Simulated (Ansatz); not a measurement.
`NCS[SiH2]O`, charge 0, multiplicity 1.

**Question.** Give a relaxed structure at PBE0-D4/def2-TZVP (Ansatz 0.2.0). (Estimate.)

**Answer.** Computed: 
Z-matrix (Å, degrees):
```
C
S 1 1.870
N 1 1.422 2 113.4
H 1 1.089 2 107.5 3 121.7
H 1 1.090 2 107.1 3 -121.6
Si 2 2.117 1 100.6 3 167.0
H 3 1.011 1 111.9 2 -59.7
H 3 1.011 1 112.0 2 62.1
O 6 1.647 2 114.0 1 67.3
H 6 1.485 2 104.7 1 -169.7
H 6 1.482 2 110.5 1 -49.0
H 9 0.959 6 116.7 2 56.1
```
This is one stationary point; other conformers may exist.
